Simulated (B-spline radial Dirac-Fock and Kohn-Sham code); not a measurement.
**Dipole and non-dipole photoemission parameters of Ru²⁺ 3p1/2**

System: the Ru²⁺ ion, configuration [Kr] 4d6; threshold 503.9 eV (orbital energy of the model). The computed values come from a radial B-spline solver: Dirac-Hartree-Slater photoionisation with a Latter tail; cross sections with all multipoles, angular parameters from the dipole term and its interference with E2.

| hν (eV) | σ (kb) | β | γ | δ |
| --- | --- | --- | --- | --- |
| 600 | 157 | 0.874 | 0.218 | 0.096 |
| 888 | 106 | 1.451 | 0.128 | 0.011 |
| 942 | 97.8 | 1.486 | 0.090 | 0.008 |
| 1150 | 72.6 | 1.564 | 0.002 | 0.002 |
| 1980 | 27.0 | 1.606 | 0.064 | 0.004 |
| 2030 | 25.7 | 1.605 | 0.076 | 0.004 |
| 3900 | 5.94 | 1.497 | 0.539 | 0.020 |
| 4000 | 5.59 | 1.491 | 0.561 | 0.021 |
| 4700 | 3.73 | 1.449 | 0.710 | 0.029 |
| 5360 | 2.66 | 1.410 | 0.835 | 0.037 |
| 5450 | 2.55 | 1.405 | 0.851 | 0.038 |
| 5520 | 2.47 | 1.401 | 0.864 | 0.039 |
| 5640 | 2.33 | 1.395 | 0.885 | 0.041 |
| 6190 | 1.82 | 1.365 | 0.976 | 0.048 |
| 9251.7 | 0.599 | 1.223 | 1.378 | 0.089 |
| 12000 | ? | ? | ? | ? |
| 15000 | 0.144 | 1.030 | 1.843 | 0.167 |

**Question.** Give the values at 12000 eV.

**Answer.** σ = 0.281 kb, β = 1.121, γ = 1.632, δ = 0.127.
